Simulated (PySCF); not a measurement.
# A small calculation by hand: chemical shift, span and skew from a shielding tensor

CH5N3OSi, SMILES N#CO[SiH](N)N. Atoms are numbered in the order given.

```xyz
11

N      2.5368     0.6554     1.4430
C      1.7832     0.2490     0.6561
O      0.9759    -0.1946    -0.2253
Si    -0.7463    -0.2983    -0.0157
N     -1.5720     1.1833     0.0201
N     -1.1354    -1.1522    -1.4328
H     -0.8936    -0.9085     1.3300
H     -1.7407     1.6762     0.8886
H     -1.6308     1.7883    -0.7908
H     -2.0949    -1.2849    -1.7248
H     -0.5035    -1.8366    -1.8297
```
Charge 0, spin multiplicity 1.

The structure is a stationary point at PBE0-D3(BJ)/def2-SVP. The structure was generated by enumeration, and PubChem lists no compound with its InChIKey, so it may never have been made. One conformer was computed; it need not be the lowest.

GIAO shieldings from PBE/pcSseg-1 run with PySCF, non-relativistic, no solvent. The symmetric part of the tensor of C2 has the principal values -40.6, -37.2, 286.7 ppm. The same nucleus in TMS has σ = 182.0 ppm at this level (PySCF, at its B3LYP-D3(BJ)/def2-TZVP geometry).

Problem. Work out the isotropic shielding, the ¹³C shift against TMS, the span and the skew.

Solution. 
σ(iso) = (σ11 + σ22 + σ33)/3 = 69.6 ppm. δ = σ(ref) − σ(iso) = 182.0 − (69.6) = 112.4 ppm.
Span Ω = σ33 − σ11 = 327.3 ppm. Skew κ = 3(σ(iso) − σ22)/Ω = 0.98, an axial tensor. Tumbling in solution averages the tensor to δ; in a static solid the shielding alone would spread this spin-1/2 line over Ω.
